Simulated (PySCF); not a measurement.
HKO, SMILES [OH][K]. Geometry: PBE0-D3(BJ)/def2-TZVPD. The isomer is the one that the SMILES or the coordinates give; other isomers of the formula were not compared.

Computed equilibrium geometry at PBE0-D3(BJ)/def2-TZVPD (PySCF confirms it by a frequency run) as Cartesian coordinates in Å, and its point group:
point group C∞v.
```xyz
3

K      0.0000     0.0000     0.7482
O      0.0000     0.0000    -1.4735
H      0.0000     0.0000    -2.4283
```
Charge 0, spin multiplicity 1.
